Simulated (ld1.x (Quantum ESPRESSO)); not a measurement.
## Reading a pseudo-wave (Hg (Z = 80))

Columns: radius, all-electron u(r) and pseudo u(r) of the 6s shell (level -6.87 eV) of mercury in the configuration [Xe] 4f14 5d10 6s2 6p0; PBEsol, scalar-relativistic, PAW scheme, ld1.x (Quantum ESPRESSO) 7.5.

```json
{"r (bohr)": "0.170", "all-electron": "0.0933", "pseudo": "-0.0721"}
{"r (bohr)": "0.340", "all-electron": "-0.1992", "pseudo": "-0.1442"}
{"r (bohr)": "0.510", "all-electron": "0.1143", "pseudo": "-0.2160"}
{"r (bohr)": "0.680", "all-electron": "0.3182", "pseudo": "-0.2871"}
{"r (bohr)": "0.850", "all-electron": "0.2648", "pseudo": "-0.3568"}
{"r (bohr)": "1.020", "all-electron": "0.0746", "pseudo": "-0.4241"}
{"r (bohr)": "1.190", "all-electron": "-0.1439", "pseudo": "-0.4874"}
{"r (bohr)": "1.360", "all-electron": "-0.3361", "pseudo": "-0.5453"}
{"r (bohr)": "1.530", "all-electron": "-0.4835", "pseudo": "-0.5957"}
{"r (bohr)": "1.700", "all-electron": "-0.5858", "pseudo": "-0.6370"}
{"r (bohr)": "1.870", "all-electron": "-0.6490", "pseudo": "-0.6674"}
{"r (bohr)": "2.040", "all-electron": "-0.6813", "pseudo": "-0.6855"}
{"r (bohr)": "2.210", "all-electron": "-0.6901", "pseudo": "-0.6904"}
{"r (bohr)": "2.380", "all-electron": "-0.6815", "pseudo": "-0.6815"}
{"r (bohr)": "2.550", "all-electron": "-0.6607", "pseudo": "-0.6607"}
{"r (bohr)": "2.720", "all-electron": "-0.6314", "pseudo": "-0.6314"}
{"r (bohr)": "2.890", "all-electron": "-0.5968", "pseudo": "-0.5968"}
{"r (bohr)": "3.060", "all-electron": "-0.5591", "pseudo": "-0.5591"}
{"r (bohr)": "3.230", "all-electron": "-0.5199", "pseudo": "-0.5199"}
{"r (bohr)": "3.400", "all-electron": "-0.4806", "pseudo": "-0.4806"}
{"r (bohr)": "3.570", "all-electron": "-0.4421", "pseudo": "-0.4421"}
{"r (bohr)": "3.740", "all-electron": "-0.4049", "pseudo": "-0.4049"}
{"r (bohr)": "3.910", "all-electron": "-0.3695", "pseudo": "-0.3695"}
{"r (bohr)": "4.080", "all-electron": "-0.3363", "pseudo": "-0.3363"}
{"r (bohr)": "4.250", "all-electron": "-0.3053", "pseudo": "-0.3053"}
{"r (bohr)": "4.420", "all-electron": "-0.2766", "pseudo": "-0.2766"}
```

Q: How many radial nodes do the two functions have?

A: The all-electron 6s function has n − l − 1 = 5 (the table is too coarse to show those close to the nucleus); the pseudo-wave has 0, since the states of the same l below it are removed with the core.

Q: At about which radius was the pseudo-wave matched?

A: 2.35 bohr, where the columns begin to agree (steps of 0.17 bohr).

Q: Is the pseudo-wave norm-conserving?

A: No, it belongs to a PAW set: the norm inside the radius is not constrained, and the difference is carried by the augmentation charge.
